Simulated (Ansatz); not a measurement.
`C=C[SiH2][SiH2]Cl`, charge 0, multiplicity 1.

Question: Give a relaxed structure at PBE0-D4/def2-TZVP (Ansatz 0.2.0). (Best estimate.)

Answer: The calculation gave: 
Cartesian coordinates in Å:
```
C -1.2227 0.4418 -1.8956
C -1.0983 -0.3153 -0.8090
Si -0.4839 0.3377 0.8183
Si 1.6599 -0.5012 1.2528
Cl 2.9209 0.1196 -0.2617
H -0.9965 1.5041 -1.8826
H -1.5560 0.0352 -2.8463
H -1.3362 -1.3750 -0.8878
H -1.3753 -0.0773 1.9389
H -0.4142 1.8231 0.7669
H 1.6818 -1.9872 1.2697
H 2.2204 -0.0056 2.5366
```
This is one stationary point; other conformers may exist.
